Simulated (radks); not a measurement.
The numbers below are computed, except where a source is named.
Species: Ti. Configuration: [Ar] 3d2 4s2. Code: a radial shooting solver on a logarithmic mesh with Libxc functionals. Model: Dirac Kohn-Sham, LDA (Slater exchange, Perdew-Wang correlation), spin-unpolarised, spherical densities, finite nucleus; open shells are shared between the two j in proportion to 2j + 1; Fermi nuclear charge, rms radius 3.5921 fm.

Normalised radial functions P(r) = r R(r) (large component), r in bohr:

```
   r/bohr * 3s1/2, o 3d3/2 (the largest magnitude, 1.11, reaches the edge; | marks zero, & curves that meet)
 0.002995                             o *
 0.003932                             o *
 0.005161                             o  *
  0.00672                             o  *
 0.008821                             o   *
  0.01158                             o    *
   0.0152                             o     *
  0.01995                             o      *
  0.02618                             o       *
  0.03437                             o       *
  0.04511                             o       *
  0.05874                             o     *
   0.0771                             o  *
   0.1012                           * |o
   0.1328                     *       |o
   0.1744                 *           |  o
   0.2289               *             |   o
   0.3004                  *          |      o
   0.3943                            *|         o
   0.5134                             |           * o
   0.6739                             |                o     *
   0.8846                             |                  o       *
    1.161                             |                 o    *
    1.524                             |             * o
        2                             |     *      o
    2.626                             | *      o
    3.446                             *     o
    4.488                             *  o
     5.89                             *o
    7.732                             *o
    10.15                             &
```

3s1/2: eigenvalue -62.257 eV, 2 radial nodes at r = 0.0915, 0.401 bohr, <r> = 1.01 bohr, 90 % of the charge inside 1.51 bohr. 3d3/2: eigenvalue -4.493 eV, 0 radial nodes, <r> = 1.61 bohr, 90 % of the charge inside 2.87 bohr.
